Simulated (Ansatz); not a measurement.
Relaxation of the cluster Au₁₀O₅ with RKS PBE-D4/def2-SVP.

```sh
$ ansatz run in.yaml --threads 2 --pin off --events-out ev --progress --plain --max-ram 22528MiB --backend cuda --devices 0, --max-vram 18GiB
```

```yaml
crystal:
  periodic: [false, false, false]
  atoms:
    - {symbol: Au, position_ang: [4.519690, 0.339380, -0.634620]}
    - {symbol: Au, position_ang: [7.057940, 3.413920, 0.573240]}
    - {symbol: Au, position_ang: [2.040260, 1.042650, -0.554870]}
    - {symbol: Au, position_ang: [0.557300, 3.164780, -0.004770]}
    - {symbol: Au, position_ang: [-6.560540, 1.050400, 0.185790]}
    - {symbol: Au, position_ang: [1.595750, -3.689110, 0.844920]}
    - {symbol: Au, position_ang: [-2.081860, -2.151360, -0.026850]}
    - {symbol: Au, position_ang: [-5.174260, -1.097760, 0.048120]}
    - {symbol: Au, position_ang: [0.413580, -1.634490, -0.198120]}
    - {symbol: Au, position_ang: [4.665100, 2.825670, 0.182260]}
    - {symbol: O, position_ang: [-6.808080, -0.810070, 0.864060]}
    - {symbol: O, position_ang: [-3.708730, -1.789220, -0.756200]}
    - {symbol: O, position_ang: [1.359500, -0.499020, -1.276740]}
    - {symbol: O, position_ang: [-0.529200, -2.925030, 0.799800]}
    - {symbol: O, position_ang: [2.653540, 2.759240, -0.046020]}
basis:
  gaussian: {orbitals: def2-SVP}
hamiltonian: {xc: pbe, dispersion: d4}
scf: {lower_state_search: "off"}
output: {orbitals: {seedname: orbitals}}
relax: {f_tol: 0.03, max_steps: 70}
```

Hardware: 2 threads of AMD EPYC 7R13 on a shared host and a share (18 GiB) of an NVIDIA H100 80GB HBM3. Wall time 2.1 min, peak host memory 1.1 GiB.

Positions (Å) and forces (eV/Å) at steps 1, 2, 3, 4, 5, 6, 7, 8, 9, 10, 11, 12, 13, 14, 15, 16, 17, 18, 19 of 26:

```xyz
15
step=1 energy=-47159.8556 eV
Au    4.520    0.339   -0.635    0.679   -0.523   -0.091
Au    7.058    3.414    0.573    0.660    0.064    0.070
Au    2.040    1.043   -0.555   -0.104    0.479   -0.113
Au    0.557    3.165   -0.005   -0.391    0.477    0.188
Au   -6.561    1.050    0.186   -0.872    1.568    0.022
Au    1.596   -3.689    0.845    0.747   -0.980    0.322
Au   -2.082   -2.151   -0.027    0.258   -0.634    0.205
Au   -5.174   -1.098    0.048    0.121   -0.600    0.044
Au    0.414   -1.634   -0.198    0.436    0.992   -0.541
Au    4.665    2.826    0.182    0.212    0.405    0.188
O    -6.808   -0.810    0.864   -2.572    0.375    1.479
O    -3.709   -1.789   -0.756    0.269   -0.473   -2.583
O     1.359   -0.499   -1.277    0.717   -1.170   -2.905
O    -0.529   -2.925    0.800   -0.440   -2.541    2.834
O     2.654    2.759   -0.046    0.279    2.561    0.880
15
step=2 energy=-47161.5989 eV
Au    4.611    0.316   -0.637   -0.089    0.369    0.119
Au    7.152    3.422    0.582    0.018   -0.108   -0.035
Au    2.045    1.108   -0.647    0.190    0.077   -0.129
Au    0.520    3.266    0.030    0.233    0.068    0.090
Au   -6.709    1.165    0.227   -0.439    0.151    0.119
Au    1.657   -3.837    0.898   -0.144   -0.199    0.000
Au   -2.100   -2.287   -0.042    0.216   -0.577    0.114
Au   -5.257   -1.151    0.031   -0.368   -0.296    0.263
Au    0.461   -1.676   -0.229    0.146    0.125   -0.078
Au    4.679    2.899    0.211    0.277   -0.093    0.041
O    -6.918   -0.729    0.910   -0.389    0.578    0.206
O    -3.739   -1.831   -0.840    0.143   -0.021   -0.911
O     1.466   -0.560   -1.382    0.499   -0.376   -1.008
O    -0.503   -2.989    0.902    0.005   -0.608    0.932
O     2.635    2.882   -0.014   -0.297    0.911    0.275
15
step=3 energy=-47162.0723 eV
Au    4.634    0.430   -0.599    0.006    0.187    0.053
Au    7.180    3.353    0.567   -0.072   -0.137   -0.044
Au    2.060    1.144   -0.729    0.104   -0.325   -0.066
Au    0.514    3.301    0.072    0.267    0.015    0.081
Au   -6.846    1.233    0.215   -0.338   -0.166    0.135
Au    1.580   -3.975    0.873   -0.446   -0.002    0.029
Au   -2.098   -2.436   -0.077    0.030   -0.046    0.387
Au   -5.287   -1.213    0.061   -0.195   -0.078    0.227
Au    0.510   -1.697   -0.259    0.129    0.175   -0.021
Au    4.663    2.969    0.251    0.116    0.033    0.083
O    -6.930   -0.636    0.969    0.506    0.339   -0.315
O    -3.735   -1.841   -0.889    0.025   -0.138   -0.170
O     1.632   -0.641   -1.445    0.135    0.095   -0.076
O    -0.480   -2.958    1.017    0.166   -0.206   -0.206
O     2.603    2.967   -0.024   -0.432    0.254   -0.095
15
step=4 energy=-47162.3097 eV
Au    4.685    0.524   -0.569    0.122    0.074    0.035
Au    7.174    3.262    0.548   -0.111   -0.164   -0.050
Au    2.098    1.152   -0.752    0.038   -0.285   -0.157
Au    0.508    3.309    0.123    0.283    0.006    0.112
Au   -7.033    1.282    0.189   -0.156   -0.504    0.187
Au    1.474   -4.107    0.839   -0.539    0.100   -0.026
Au   -2.100   -2.461   -0.023    0.107   -0.139   -0.095
Au   -5.256   -1.233    0.067   -0.251    0.028    0.057
Au    0.556   -1.683   -0.259    0.079    0.024   -0.161
Au    4.626    3.035    0.296   -0.031    0.138    0.135
O    -6.845   -0.555    1.004    0.600    0.418   -0.423
O    -3.735   -1.931   -0.916    0.037    0.063    0.338
O     1.723   -0.664   -1.464   -0.077    0.221    0.344
O    -0.444   -2.972    1.021    0.259    0.032   -0.082
O     2.569    3.044   -0.105   -0.360   -0.012   -0.213
15
step=5 energy=-47162.5810 eV
Au    4.754    0.624   -0.532    0.237    0.086    0.057
Au    7.141    3.135    0.517   -0.184   -0.231   -0.040
Au    2.145    1.160   -0.790   -0.141   -0.171   -0.098
Au    0.520    3.310    0.200    0.327    0.012    0.104
Au   -7.189    1.274    0.158   -0.005   -0.644    0.261
Au    1.315   -4.217    0.810   -0.430    0.027    0.039
Au   -2.068   -2.517   -0.023   -0.122    0.133    0.016
Au   -5.221   -1.232    0.061    0.014    0.086    0.142
Au    0.577   -1.691   -0.284    0.115    0.323   -0.044
Au    4.567    3.113    0.363   -0.179    0.175    0.042
O    -6.730   -0.492    1.044    0.342    0.502   -0.527
O    -3.708   -1.973   -0.901   -0.058   -0.073    0.184
O     1.774   -0.666   -1.450   -0.013    0.054    0.193
O    -0.415   -2.935    1.054    0.311   -0.213   -0.185
O     2.538    3.108   -0.227   -0.212   -0.068   -0.142
15
step=6 energy=-47162.8687 eV
Au    4.828    0.740   -0.490    0.290    0.214    0.099
Au    7.075    2.952    0.489   -0.354   -0.339   -0.066
Au    2.172    1.153   -0.835    0.099    0.048   -0.037
Au    0.546    3.317    0.292    0.421    0.031    0.014
Au   -7.288    1.246    0.131    0.105   -0.680    0.280
Au    1.189   -4.314    0.782   -0.339    0.017   -0.008
Au   -2.045   -2.514   -0.016   -0.137    0.043   -0.102
Au   -5.170   -1.213    0.072    0.075   -0.037   -0.012
Au    0.600   -1.638   -0.250    0.074   -0.053   -0.130
Au    4.490    3.223    0.401   -0.229    0.087   -0.113
O    -6.635   -0.443    1.054    0.019    0.664   -0.351
O    -3.704   -2.031   -0.883    0.026    0.017    0.138
O     1.826   -0.683   -1.431   -0.037    0.060    0.142
O    -0.387   -2.936    1.039    0.291   -0.056    0.068
O     2.503    3.140   -0.353   -0.303   -0.016    0.080
15
step=7 energy=-47163.1367 eV
Au    4.916    0.828   -0.460    0.293    0.228    0.113
Au    6.986    2.780    0.466   -0.393   -0.379   -0.101
Au    2.219    1.159   -0.842   -0.073    0.108    0.028
Au    0.557    3.341    0.358    0.386    0.016   -0.020
Au   -7.338    1.205    0.111    0.089   -0.518    0.207
Au    1.088   -4.379    0.774   -0.223   -0.061   -0.003
Au   -2.028   -2.511   -0.006   -0.086    0.032   -0.027
Au   -5.137   -1.202    0.077    0.185   -0.049   -0.073
Au    0.617   -1.654   -0.286    0.083    0.116    0.093
Au    4.417    3.304    0.389   -0.189    0.099   -0.090
O    -6.567   -0.399    1.059   -0.156    0.588   -0.152
O    -3.691   -2.053   -0.867    0.011   -0.038    0.005
O     1.867   -0.675   -1.413    0.101   -0.111   -0.047
O    -0.362   -2.913    1.047    0.205   -0.055   -0.039
O     2.456    3.170   -0.407   -0.233    0.025    0.106
15
step=8 energy=-47163.3038 eV
Au    4.991    0.901   -0.428   -0.278   -0.250   -0.131
Au    6.879    2.621    0.429    0.206    0.015    0.101
Au    2.230    1.164   -0.849    0.123    0.050    0.006
Au    0.580    3.361    0.400    0.169    0.060    0.050
Au   -7.373    1.158    0.098   -0.008   -0.269    0.078
Au    1.021   -4.432    0.762   -0.191   -0.032   -0.025
Au   -2.017   -2.513   -0.010    0.088    0.070    0.020
Au   -5.111   -1.189    0.077    0.168   -0.037   -0.067
Au    0.650   -1.621   -0.259    0.012   -0.148    0.012
Au    4.357    3.367    0.378   -0.220    0.153   -0.034
O    -6.515   -0.351    1.068   -0.077    0.348   -0.013
O    -3.684   -2.067   -0.867   -0.002   -0.062   -0.029
O     1.911   -0.681   -1.404    0.096    0.017    0.029
O    -0.341   -2.906    1.042    0.106    0.027   -0.011
O     2.422    3.187   -0.437   -0.192    0.057    0.014
15
step=9 energy=-47163.4438 eV
Au    4.930    0.818   -0.472   -0.134   -0.171   -0.033
Au    6.747    2.527    0.546    0.207    0.009    0.052
Au    2.216    1.230   -0.854   -0.188   -0.059   -0.065
Au    0.545    3.418    0.484    0.154    0.040    0.047
Au   -7.446    1.077    0.063    0.054   -0.248    0.115
Au    0.901   -4.577    0.732   -0.173    0.069   -0.045
Au   -1.957   -2.494   -0.015    0.075    0.132   -0.108
Au   -5.013   -1.117    0.095    0.058    0.022   -0.024
Au    0.756   -1.633   -0.232    0.024   -0.180   -0.040
Au    4.264    3.321    0.236   -0.125    0.215    0.093
O    -6.375   -0.229    1.111   -0.029    0.256   -0.125
O    -3.629   -2.044   -0.865    0.007   -0.075    0.060
O     2.039   -0.664   -1.327    0.065    0.089    0.023
O    -0.278   -2.916    1.012    0.107   -0.055    0.122
O     2.300    3.281   -0.514   -0.100   -0.043   -0.072
15
step=10 energy=-47163.5571 eV
Au    4.808    0.785   -0.414   -0.143    0.055    0.041
Au    6.686    2.473    0.565   -0.125    0.010   -0.012
Au    2.106    1.242   -0.896    0.270   -0.004   -0.013
Au    0.604    3.484    0.577    0.109    0.061    0.009
Au   -7.520    0.959    0.031    0.171   -0.273    0.200
Au    0.759   -4.664    0.694   -0.095    0.002   -0.007
Au   -1.880   -2.436   -0.023   -0.078   -0.015   -0.031
Au   -4.919   -1.052    0.101   -0.015    0.049    0.046
Au    0.842   -1.721   -0.268    0.087    0.184    0.110
Au    4.201    3.365    0.221    0.085   -0.128   -0.035
O    -6.232   -0.098    1.130   -0.079    0.241   -0.284
O    -3.580   -2.054   -0.849    0.032    0.003    0.040
O     2.108   -0.682   -1.321   -0.067    0.042   -0.040
O    -0.226   -2.903    1.039    0.095   -0.101   -0.043
O     2.244    3.303   -0.587   -0.248   -0.126    0.019
15
step=11 energy=-47163.6378 eV
Au    4.712    0.720   -0.324    0.106    0.016    0.060
Au    6.611    2.452    0.576   -0.136   -0.050   -0.017
Au    2.105    1.253   -0.942   -0.136    0.014    0.007
Au    0.639    3.541    0.662    0.162    0.010   -0.071
Au   -7.577    0.825    0.020    0.286   -0.229    0.262
Au    0.663   -4.733    0.639   -0.092    0.118    0.004
Au   -1.833   -2.423   -0.025    0.045    0.012    0.002
Au   -4.836   -0.984    0.102    0.021   -0.013    0.009
Au    0.896   -1.685   -0.219   -0.009   -0.111   -0.053
Au    4.144    3.335    0.160    0.071    0.003   -0.006
O    -6.097    0.040    1.119   -0.236    0.225   -0.333
O    -3.541   -2.058   -0.831   -0.035    0.041    0.057
O     2.125   -0.675   -1.342    0.007    0.081    0.026
O    -0.180   -2.912    1.040    0.110   -0.075   -0.011
O     2.169    3.305   -0.635   -0.164   -0.042    0.064
15
step=12 energy=-47163.6996 eV
Au    4.630    0.683   -0.293    0.010   -0.024    0.027
Au    6.527    2.394    0.599   -0.050   -0.016   -0.009
Au    2.033    1.274   -0.945   -0.092    0.008   -0.004
Au    0.655    3.599    0.722    0.060    0.026    0.007
Au   -7.603    0.746    0.020    0.094   -0.080    0.075
Au    0.621   -4.808    0.592   -0.025    0.021   -0.002
Au   -1.759   -2.435    0.016   -0.071    0.041   -0.001
Au   -4.756   -0.915    0.095    0.002    0.065   -0.003
Au    0.925   -1.718   -0.234    0.082   -0.062    0.072
Au    4.100    3.328    0.107   -0.030   -0.001    0.006
O    -6.000    0.195    1.039   -0.055    0.058   -0.104
O    -3.472   -2.049   -0.768   -0.016   -0.068    0.041
O     2.104   -0.650   -1.353    0.043    0.012   -0.038
O    -0.098   -2.964    1.057    0.053    0.008   -0.073
O     2.092    3.319   -0.652   -0.006    0.012    0.005
15
step=13 energy=-47163.7405 eV
Au    4.522    0.624   -0.242   -0.058   -0.062   -0.020
Au    6.432    2.324    0.610   -0.029   -0.018    0.012
Au    1.953    1.303   -0.972    0.021    0.056   -0.016
Au    0.702    3.687    0.788    0.063    0.010   -0.035
Au   -7.619    0.678    0.012    0.231   -0.077    0.138
Au    0.588   -4.867    0.541   -0.029    0.040   -0.011
Au   -1.703   -2.421    0.050    0.006   -0.166   -0.069
Au   -4.696   -0.858    0.091   -0.056   -0.074    0.082
Au    1.014   -1.737   -0.231   -0.083   -0.110    0.016
Au    4.032    3.299    0.088   -0.022   -0.017   -0.019
O    -5.905    0.349    0.965   -0.110    0.043   -0.241
O    -3.457   -2.110   -0.678    0.003    0.194    0.065
O     2.131   -0.622   -1.371    0.076    0.018    0.034
O    -0.015   -2.993    1.038    0.071    0.127    0.002
O     2.022    3.344   -0.687   -0.085    0.036    0.063
15
step=14 energy=-47163.7848 eV
Au    4.398    0.532   -0.218   -0.107   -0.133   -0.074
Au    6.316    2.214    0.627   -0.056   -0.036    0.005
Au    1.876    1.350   -1.010   -0.074    0.063    0.038
Au    0.732    3.775    0.856    0.091   -0.029   -0.111
Au   -7.599    0.600    0.026    0.373   -0.026    0.189
Au    0.570   -4.874    0.528    0.038   -0.024    0.024
Au   -1.641   -2.482    0.018   -0.090    0.272    0.179
Au   -4.630   -0.814    0.106    0.052    0.050    0.034
Au    1.078   -1.743   -0.234   -0.018    0.010    0.035
Au    3.950    3.241    0.058    0.024   -0.007    0.008
O    -5.798    0.496    0.892   -0.220   -0.151   -0.309
O    -3.421   -2.119   -0.627   -0.041   -0.025    0.029
O     2.181   -0.584   -1.354    0.195    0.066    0.032
O     0.055   -2.978    1.044   -0.045   -0.082   -0.156
O     1.934    3.388   -0.712   -0.124    0.052    0.076
15
step=15 energy=-47163.9074 eV
Au    4.265    0.416   -0.239   -0.125   -0.217   -0.108
Au    6.191    2.064    0.640   -0.130   -0.090   -0.034
Au    1.793    1.407   -1.032   -0.155    0.127    0.019
Au    0.744    3.842    0.902    0.061   -0.031   -0.112
Au   -7.559    0.529    0.038    0.274    0.038    0.133
Au    0.574   -4.891    0.497    0.001    0.035   -0.002
Au   -1.589   -2.402    0.065   -0.049   -0.179   -0.007
Au   -4.580   -0.791    0.103   -0.001    0.088    0.073
Au    1.154   -1.729   -0.228    0.063   -0.064    0.167
Au    3.872    3.164    0.026    0.094    0.029    0.063
O    -5.718    0.590    0.801   -0.213   -0.163   -0.221
O    -3.391   -2.137   -0.565    0.071    0.111    0.043
O     2.272   -0.527   -1.299    0.307    0.116    0.006
O     0.125   -2.979    1.021   -0.057    0.105   -0.066
O     1.847    3.442   -0.731   -0.143    0.094    0.046
15
step=16 energy=-47164.0125 eV
Au    4.145    0.298   -0.287    0.374    0.072    0.188
Au    6.076    1.906    0.633   -0.156   -0.134   -0.054
Au    1.710    1.472   -1.042   -0.071    0.024   -0.033
Au    0.739    3.889    0.915   -0.026    0.016    0.007
Au   -7.512    0.501    0.052   -0.085    0.037   -0.016
Au    0.588   -4.875    0.488    0.037   -0.020   -0.012
Au   -1.546   -2.407    0.056   -0.079   -0.047    0.051
Au   -4.537   -0.769    0.108    0.073    0.003   -0.047
Au    1.240   -1.708   -0.184    0.147   -0.052    0.137
Au    3.814    3.105    0.019    0.082    0.013    0.054
O    -5.678    0.628    0.749    0.059   -0.056    0.021
O    -3.355   -2.125   -0.545    0.072    0.042    0.015
O     2.375   -0.461   -1.228   -0.322   -0.112   -0.230
O     0.166   -2.961    1.015   -0.036    0.102   -0.054
O     1.776    3.506   -0.749   -0.068    0.112   -0.027
15
step=17 energy=-47164.0559 eV
Au    4.085    0.225   -0.349   -0.106   -0.002   -0.011
Au    5.995    1.730    0.683   -0.052   -0.003    0.004
Au    1.689    1.542   -1.099   -0.122   -0.040    0.008
Au    0.681    3.893    0.903   -0.002    0.000    0.000
Au   -7.495    0.582    0.033    0.015   -0.006   -0.029
Au    0.697   -4.821    0.533    0.021    0.024    0.022
Au   -1.524   -2.432    0.121    0.379    0.051    0.062
Au   -4.493   -0.787    0.089   -0.082    0.036   -0.095
Au    1.265   -1.684   -0.187   -0.223    0.034    0.091
Au    3.797    3.067    0.093    0.022   -0.102   -0.011
O    -5.659    0.581    0.742    0.048   -0.003    0.079
O    -3.295   -2.128   -0.552   -0.090   -0.046    0.027
O     2.246   -0.422   -1.359    0.140    0.118    0.000
O     0.223   -2.920    1.077   -0.022    0.023   -0.139
O     1.787    3.576   -0.729    0.074   -0.084   -0.008
15
step=18 energy=-47164.0926 eV
Au    3.979    0.155   -0.361   -0.189   -0.014   -0.072
Au    5.900    1.568    0.740    0.043    0.034    0.058
Au    1.597    1.575   -1.136    0.119    0.011   -0.021
Au    0.658    3.911    0.902    0.025    0.003   -0.030
Au   -7.440    0.628    0.002    0.137   -0.016    0.026
Au    0.802   -4.763    0.558    0.029    0.008    0.026
Au   -1.453   -2.414    0.147   -0.033    0.081   -0.040
Au   -4.446   -0.792    0.077   -0.023    0.029    0.021
Au    1.257   -1.623   -0.195   -0.002    0.079   -0.105
Au    3.756    2.976    0.125   -0.065   -0.040   -0.034
O    -5.607    0.572    0.745   -0.080   -0.012   -0.040
O    -3.235   -2.140   -0.529    0.019   -0.039    0.015
O     2.167   -0.377   -1.449   -0.027    0.015    0.058
O     0.292   -2.870    1.101    0.031   -0.068    0.063
O     1.775    3.595   -0.726    0.015   -0.072    0.075
15
step=19 energy=-47164.1217 eV
Au    3.867    0.112   -0.394   -0.033   -0.039    0.008
Au    5.803    1.424    0.826   -0.029    0.001    0.009
Au    1.576    1.620   -1.217   -0.018    0.033    0.054
Au    0.644    3.905    0.907    0.005   -0.010   -0.006
Au   -7.372    0.662   -0.035    0.029   -0.015   -0.004
Au    0.913   -4.706    0.615    0.006    0.053    0.031
Au   -1.413   -2.398    0.168   -0.083    0.007   -0.005
Au   -4.414   -0.804    0.088    0.044   -0.047    0.028
Au    1.234   -1.573   -0.239    0.042    0.049   -0.048
Au    3.724    2.907    0.162   -0.017    0.000    0.023
O    -5.572    0.555    0.759   -0.056    0.077    0.009
O    -3.200   -2.157   -0.504    0.040   -0.033   -0.017
O     2.079   -0.342   -1.555   -0.031   -0.004   -0.028
O     0.344   -2.819    1.123    0.053   -0.035   -0.021
O     1.786    3.613   -0.705    0.047   -0.037   -0.033
```

In the def2 sets Au takes a core potential; there is no spin–orbit coupling. The restricted singlet is unstable towards broken spin symmetry at other levels; at PBE-D4/def2-SVP this wasn't settled. The structure comes from a short search, and lower isomers may exist.
